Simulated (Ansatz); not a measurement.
The lowest singlet and triplet of GaH (SMILES [GaH]); geometries from B3LYP-D3(BJ)/def2-TZVP, each state relaxed from the structure named, with no frequency check.
Singlet (charge 0, multiplicity 1):
```xyz
2

Ga     0.00000     0.00000    -0.05278
H      0.00000     0.00000     1.63629
```
Triplet (charge 0, multiplicity 3):
```xyz
2

Ga     0.000     0.000    -0.051
H      0.000     0.000     1.574
```

A positive gap puts the triplet lower; no zero-point energy. Active spaces average the two states.

Correlated levels freeze the cores. Filled d and f shells under p-block atoms count as core.

Codes used: Ansatz (Gaussian basis) for Hartree–Fock, density functionals and correlated methods. 

Q: Predict the gap E(singlet) − E(triplet), adiabatic from FIC-MRCISD+Q on SA-CASSCF(4,5)/cc-pVDZ.

A: -193 kJ/mol

Ansatz is a first-principles code.
